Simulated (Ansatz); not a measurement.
`CB[SiH2]O` + `CO[SiH]([SiH3])S` → `CB[SiH](O)[SiH3]` + `CO[SiH2]S`  (redistribution)

Gas-phase electronic energies from Ansatz, PBE0-D4/def2-TZVP geometries. CCSD(T)/CBS adds triple-zeta CCSD(T) − MP2 to the extrapolated MP2 energy (def2 sets, frozen cores). This one scheme is used for every species. DFT in def2-TZVPP. One conformer a species, not always the lowest.

`CB[SiH2]O`:

Cartesian coordinates in Å:
```
C 0.352 1.013 1.303
B -0.751 0.400 0.398
Si -0.411 -0.780 -1.199
O 1.178 -0.932 -1.651
H 1.351 1.072 0.867
H 0.418 0.308 2.152
H 0.083 1.972 1.753
H -1.902 0.581 0.699
H -1.095 -0.228 -2.400
H -1.009 -2.125 -0.921
H 1.788 -1.282 -1.001
```

`CO[SiH]([SiH3])S`:

Z-matrix (Å, degrees):
```
C
O 1 1.412
H 1 1.091 2 108.1
H 1 1.096 2 111.2 3 -119.3
H 1 1.094 2 111.1 3 119.5
Si 2 1.641 1 123.5 3 178.7
S 6 2.142 2 113.4 1 58.5
Si 6 2.334 2 106.2 1 -179.9
H 6 1.490 2 110.6 1 -55.1
H 7 1.344 6 94.9 2 70.3
H 8 1.487 6 109.2 2 172.2
H 8 1.487 6 111.7 2 51.3
H 8 1.488 6 108.8 2 -69.2
```

`CB[SiH](O)[SiH3]`:

```xyz
14

C     0.641    0.142    2.128
B    -0.538    0.434    1.158
Si   -0.814   -0.637   -0.512
O    -2.299   -0.520   -1.248
Si    0.927    0.073   -1.942
H     1.390   -0.573    1.781
H     1.136    1.050    2.484
H     0.169   -0.292    3.025
H    -1.265    1.358    1.414
H    -0.601   -2.094   -0.282
H    -2.711    0.345   -1.246
H     0.828    1.535   -2.216
H     0.893   -0.642   -3.247
H     2.246   -0.180   -1.296
```

`CO[SiH2]S`:

Z-matrix (Å, degrees):
```
C
O 1 1.410
H 1 1.091 2 108.1
H 1 1.096 2 111.7 3 119.3
H 1 1.095 2 111.3 3 -119.1
Si 2 1.639 1 122.6 3 -170.3
S 6 2.120 2 109.8 1 171.1
H 6 1.488 2 108.6 1 49.0
H 6 1.485 2 111.9 1 -72.6
H 7 1.344 6 94.3 2 -69.2
```

Is it downhill or uphill in electronic energy at CCSD(T)/CBS, and by how much? (Best estimate.)

Ansatz gave: Uphill: ΔE = +6.4 kJ/mol.

What do these levels give: ωB97X-V, ωB97M-V, B2PLYP, r2SCAN, PBE0, HF/def2-TZVPP, MP2/def2-TZVPP, SCS-MP2/def2-TZVPP, CCSD(T)/def2-TZVPP, HF/def2-QZVPP, HF/CBS(def2), MP2/CBS(def2)? (Estimate.)

The calculation gave: ωB97X-V 6.8, ωB97M-V 5.8, B2PLYP 5.7, r2SCAN 3.1, PBE0 3.8, HF/def2-TZVPP 7.2, MP2/def2-TZVPP 6.5, SCS-MP2/def2-TZVPP 6.9, CCSD(T)/def2-TZVPP 5.7, HF/def2-QZVPP 6.8, HF/CBS(def2) 6.8, MP2/CBS(def2) 7.2 kJ/mol.

Largest T1 diagnostic among the species: 0.013.
